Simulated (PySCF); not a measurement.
Rigid-rotor lines calculated for a species of formula C7H11OP (commonest isotopes; PBE0-D3(BJ)/def2-SVP geometry optimisation, gas phase in PySCF 2.14.0), labelled J(Ka,Kc):

```
     transition     MHz
1(1,1) ← 0(0,0)  3690.5
1(0,1) ← 0(0,0)  1759.0
2(1,2) ← 1(1,1)  3417.8
2(1,1) ← 1(1,0)  3618.1
2(0,2) ← 1(0,1)  3514.2
```

Problem. Find the rotational constants.

Solution. 1(0,1) ← 0(0,0) is B + C, 2(1,1) ← 1(1,0) is 3B + C and 2(1,2) ← 1(1,1) is B + 3C, so B − C is half the difference of the last two, 100.1 MHz. 1(1,1) ← 0(0,0) is A + C. A = 2861.1, B = 929.6, C = 829.4 MHz.

Problem. What moments of inertia, asymmetry and inertial defect follow?

Solution. I = 505379 MHz·u·Å² over each constant: Ia = 176.64, Ib = 543.67, Ic = 609.33 u·Å²; κ = (2B − A − C)/(A − C) = -0.901 (near-prolate asymmetric top); Δ = Ic − Ia − Ib = -110.98 u·Å².

Problem. Which dipole components do these lines need?

Solution. μa and μb (a-type: ΔKa even, ΔKc odd; b-type: both odd). The calculation gives |μa| = 1.84 D, |μb| = 0.22 D, |μc| = 0.00 D.

Problem. Predict further lines from these constants: 2(1,2) ← 1(0,1); 3(1,2) ← 3(1,3); 2(2,0) ← 2(1,1); 3(2,2) ← 2(1,1); 2(1,1) ← 2(1,2); 3(1,2) ← 3(0,3); 3(0,3) ← 2(0,2); 3(1,3) ← 2(1,2); 2(0,2) ← 1(1,1); 3(0,3) ← 2(1,2); 2(2,1) ← 2(1,2).

Solution. 
```json
{"transition": "2(1,1) ← 2(1,2)", "MHz": "301", "type": "a", "branch": "Q"}
{"transition": "3(1,2) ← 3(1,3)", "MHz": "601", "type": "a", "branch": "Q"}
{"transition": "2(0,2) ← 1(1,1)", "MHz": "1583", "type": "b", "branch": "R"}
{"transition": "3(1,2) ← 3(0,3)", "MHz": "2299", "type": "b", "branch": "Q"}
{"transition": "3(0,3) ← 2(1,2)", "MHz": "3427", "type": "b", "branch": "R"}
{"transition": "3(1,3) ← 2(1,2)", "MHz": "5124", "type": "a", "branch": "R"}
{"transition": "3(0,3) ← 2(0,2)", "MHz": "5262", "type": "a", "branch": "R"}
{"transition": "2(1,2) ← 1(0,1)", "MHz": "5349", "type": "b", "branch": "R"}
{"transition": "2(2,0) ← 2(1,1)", "MHz": "5798", "type": "b", "branch": "Q"}
{"transition": "2(2,1) ← 2(1,2)", "MHz": "6095", "type": "b", "branch": "Q"}
{"transition": "3(2,2) ← 2(1,1)", "MHz": "11071", "type": "b", "branch": "R"}
```

Problem. Which structure gave them?

Solution. `CC(C)(C)c1cpco1`. Three constants can't fix a structure by themselves; this is the one that was computed:
```
atom  x, y, z in Å
C1    -1.472    0.897   -0.681
C2    -0.682   -0.178    0.063
C3    -1.246   -0.347    1.481
C4    -0.778   -1.510   -0.695
C5     0.766    0.227    0.157
C6     1.440    1.315   -0.307
P7     3.170    1.245    0.114
C8     2.834   -0.245    0.875
O9     1.555   -0.647    0.821
H10   -1.099    1.033   -1.708
H11   -1.418    1.867   -0.163
H12   -2.531    0.606   -0.743
H13   -2.303   -0.652    1.437
H14   -0.689   -1.114    2.037
H15   -1.183    0.597    2.044
H16   -0.386   -1.409   -1.719
H17   -1.828   -1.837   -0.760
H18   -0.204   -2.296   -0.185
H19    0.964    2.120   -0.865
H20    3.489   -0.936    1.406
```

No frequency check. These are rigid-rotor constants of the computed structure; measured ground-state constants (B0) also hold zero-point vibration. A rigid rotor knows nothing of internal rotation, which can split or shift real lines.

Hardware: one thread, Intel Xeon Platinum 8488C (x86_64) (shared host). Cost: 98 s wall, 0.78 GiB resident at most. That covers the optimisation of the geometry.
